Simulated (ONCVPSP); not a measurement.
# V: excitation energies, all-electron against ONCV

ONCVPSP 4.0.1 input, shortened (lines: element, Z, core and valence counts, functional; n l f; lmax; l rc ep ncon nbas qcut; lloc lpopt rc5 dvloc0; l nproj debl; icmod fcfact rcfact), PBEsol, scalar-relativistic:

```
  V 23.00    3    4  -116133      upf
    1    0    2.00
    2    0    2.00
    2    1    6.00
    3    0    2.00
    3    1    6.00
    3    2    3.00
    4    0    2.00
    2
    0    1.55    0.00    4    8    7.30
    1    1.45    0.00    5   10   10.40
    2    1.70    0.00    4    9    8.30
    4    5    1.25    6.00
    0    3    3.60
    1    1    3.70
    2    2    2.10
    1    0.70    0.00
```

Energies are relative to the spin-unpolarised reference configuration 3s2 3p6 3d3 4s2; without spin polarisation the order of configurations can differ from experiment.

```
valence configuration  charge  ΔE all-electron (eV)  error AE − PS (meV)
      3s2 3p6 3d3 4s1      +1                 7.750                  0.0
      3s2 3p6 3d2 4s0      +3                50.804                  +41
      3s2 3p5 3d3 4s2      +1                50.854                  -83
```

Task: What are ΔE and the potential's error for 3s2 3p6 3d3 4s0?

Result: ΔE = 21.954 eV all-electron; the error (AE − PS) is +0.4 meV.

Levels in the configuration 3s2 3p6 3d3 4s1:

```json
{"level": "3s", "all-electron (eV)": "-77.642", "pseudo (eV)": "-77.665"}
{"level": "3p", "all-electron (eV)": "-51.564", "pseudo (eV)": "-51.576"}
{"level": "3d", "all-electron (eV)": "-12.655", "pseudo (eV)": "-12.665"}
{"level": "4s", "all-electron (eV)": "-10.903", "pseudo (eV)": "-10.901"}
```
